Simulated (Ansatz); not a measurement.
`C=C[N]([GeH3])[SiH2]Cl` + `O[SiH](F)S` → `O[SiH](F)S[SiH2]Cl` + `C=C[NH][GeH3]`  (ligand exchange at the Si–N bond)

Computed with Ansatz on PBE0-D4/def2-TZVP structures; ΔE is electronic, products minus reactants. CBS: MP2 limit from def2 TZ/QZ plus the TZ coupled-cluster correction, frozen cores. Functionals use def2-TZVPP. B3LYP here is the variant with VWN-RPA as its local correlation; programs differ in this. For Ge outer-core shells are correlated without core-valence functions, which leaves a few kJ/mol of doubt a bond. Scalar relativity is left out up to krypton. Each species was taken in one conformer, which may not be the lowest.

```json
{"level": "B3LYP-D4", "ΔE (kJ/mol)": "3.0", "difference from CCSD(T)/CBS": "-5.6"}
{"level": "ωB97M-V", "ΔE (kJ/mol)": "3.7", "difference from CCSD(T)/CBS": "-4.9"}
{"level": "B2PLYP", "ΔE (kJ/mol)": "4.1", "difference from CCSD(T)/CBS": "-4.5"}
{"level": "PBE", "ΔE (kJ/mol)": "-7.7", "difference from CCSD(T)/CBS": "-16.3"}
{"level": "r2SCAN", "ΔE (kJ/mol)": "-2.8", "difference from CCSD(T)/CBS": "-11.4"}
{"level": "PBE0", "ΔE (kJ/mol)": "-5.9", "difference from CCSD(T)/CBS": "-14.5"}
{"level": "HF/def2-TZVPP", "ΔE (kJ/mol)": "1.5", "difference from CCSD(T)/CBS": "-7.1"}
{"level": "MP2/def2-TZVPP", "ΔE (kJ/mol)": "10.3", "difference from CCSD(T)/CBS": "1.7"}
{"level": "SCS-MP2/def2-TZVPP", "ΔE (kJ/mol)": "10.6", "difference from CCSD(T)/CBS": "2.0"}
{"level": "CCSD(T)/def2-TZVPP", "ΔE (kJ/mol)": "11.5", "difference from CCSD(T)/CBS": "2.9"}
{"level": "HF/def2-QZVPP", "ΔE (kJ/mol)": "2.1", "difference from CCSD(T)/CBS": "-6.5"}
{"level": "MP2/def2-QZVPP", "ΔE (kJ/mol)": "8.8", "difference from CCSD(T)/CBS": "0.2"}
{"level": "SCS-MP2/def2-QZVPP", "ΔE (kJ/mol)": "9.0", "difference from CCSD(T)/CBS": "0.4"}
{"level": "HF/CBS(def2)", "ΔE (kJ/mol)": "2.2", "difference from CCSD(T)/CBS": "-6.4"}
{"level": "MP2/CBS(def2)", "ΔE (kJ/mol)": "7.4", "difference from CCSD(T)/CBS": "-1.2"}
{"level": "CCSD/CBS(def2)", "ΔE (kJ/mol)": "8.2", "difference from CCSD(T)/CBS": "-0.4"}
{"level": "CCSD(T)/CBS", "ΔE (kJ/mol)": "8.6", "difference from CCSD(T)/CBS": "0"}
```

Largest T1 diagnostic among the species: 0.012.

In def2-TZVPP, CCSD(T) changes the Hartree–Fock value by +10.0 kJ/mol (the triples alone add +0.5 kJ/mol) and MP2 by +8.8 kJ/mol. The D4 term adds +3.8 kJ/mol with B3LYP and +2.3 kJ/mol with PBE0; it sums over pairs of atoms, weighted by their polarisabilities, and B3LYP, whose exchange is more repulsive, gets the larger term.

CCSD(T)/CBS has its own doubt, a few kJ/mol and more with outer-core shells, so smaller differences from it don't rank the levels.
